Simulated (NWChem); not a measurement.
# C2H6BClO; SMILES COB(C)Cl

```xyz
11

B     -0.1990     0.0703     0.0036
Cl     0.4324     1.7356    -0.0008
C     -1.7555    -0.1330     0.0009
H     -2.0925    -1.1789     0.0282
H     -2.1808     0.3408    -0.8991
H     -2.2003     0.3987     0.8574
O      0.7464    -0.8821     0.0050
C      0.5333    -2.2687    -0.0029
H      0.7844    -2.6763    -0.9949
H      1.2016    -2.7319     0.7379
H     -0.5056    -2.5415     0.2387
```
Atoms are numbered in this order, from 1.

Structure relaxed at the PBE0/def2-SVP level.

Q: List the 4 lowest vertical singlet excitations from PBE0/def2-SVP, TDA (NWChem).

A: 
```
state  energy (eV)  oscillator strength  leading excitation (squared amplitude)
-----  -----------  -------------------  --------------------------------------
S1            7.13                0.002                      HOMO → LUMO (0.98)
S2            7.65                0.001                    HOMO−2 → LUMO (0.98)
S3            8.06                0.183                    HOMO−1 → LUMO (0.93)
S4            8.91                0.014                    HOMO → LUMO+1 (0.90)
```
